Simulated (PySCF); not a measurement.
# Static response to an electric field

Compound: C₇H₁₃AlO₂.
Geometry (PBE0-D3(BJ)/def2-SVP, Å), atoms numbered from 1 in this order:
```xyz
23
C7H13AlO2 angstrom
C     -1.714   -0.807   -0.971
C     -1.064   -0.030    0.184
C     -1.342   -0.749    1.513
C     -1.712    1.355    0.248
C      0.449    0.061   -0.043
C      1.128    1.281   -0.157
O      2.374    1.441   -0.344
Al     3.693    0.142   -0.504
O      2.444   -1.232   -0.322
C      1.196   -1.126   -0.140
H     -2.802   -0.887   -0.818
H     -1.318   -1.831   -1.054
H     -1.539   -0.301   -1.932
H     -0.946   -1.777    1.516
H     -2.425   -0.814    1.699
H     -0.881   -0.210    2.355
H     -1.325    1.956    1.085
H     -1.567    1.923   -0.685
H     -2.796    1.245    0.398
H      0.551    2.215   -0.083
H      4.265    0.141   -1.986
H      4.629    0.168    0.780
H      0.657   -2.086   -0.052
```

Level: CAM-B3LYP/def2-SVPD (PySCF), static field, nuclei fixed, core orbitals frozen in the response. The polarisability tensor in these axes (au):

```
x   136.54   1.40  -5.90
y     1.40 114.08  -0.42
z    -5.90  -0.42  97.04
```

Question: What are the eigenvalues, a third of the trace, and Δα (Δα² = ½Σ(αi − αj)² over the three pairs)?

Answer: Principal values 96.18, 113.99 and 137.49 au; mean 115.89 au = 17.17 Å³ = 19.11 × 10⁻⁴⁰ C²·m²/J; Δα = 35.89 au (31 % of the mean).

Question: What is the dipole moment, and where does it point?

Answer: (-5.16, -0.16, 0.74) D, 5.21 D in size, pointing from the negative to the positive side. Measured along this direction, the outermost atoms are H21 and H22 at the negative end and H19, H11 and H15 at the positive end.

Question: Along which axes do the principal values lie, and how far do the nuclei extend along each?

Answer: Largest value along (0.99, 0.06, -0.14), where the nuclei span 7.25 Å; middle along (-0.06, 1.00, 0.00), 4.30 Å; least along (0.14, 0.01, 0.99), 4.34 Å. 

Question: Rayleigh depolarisation ratio (linearly polarised light, static tensor)?

Answer: ρ = 3Δα²/(45ᾱ² + 4Δα²) = 3864.6/(604340 + 5152.8) = 0.00634.

Question: Traceless (Buckingham) quadrupole moment about the centre of nuclear charge: eigenvalues?

Answer: -11.44, 1.16, 10.28 D·Å. The values depend on the origin, since the dipole doesn't vanish. The electronic extent ⟨r²⟩ about the same centre is 1965 bohr², a root-mean-square distance of 2.56 Å for the 84 electrons.

Question: Find the Langevin capture rate constant for H3+ (3.023 u) meeting this molecule (156.073 u), k = 2.342 × 10⁻⁹ cm³/s × √(α in Å³ / reduced mass in u).

Answer: The reduced mass is 2.97 u, so k = 5.64 × 10⁻⁹ cm³/s. The formula leaves out the permanent dipole, which adds to the capture rate.

Geometry: PBE0-D3(BJ)/def2-SVP; no solvent, vibrations or thermal averaging.
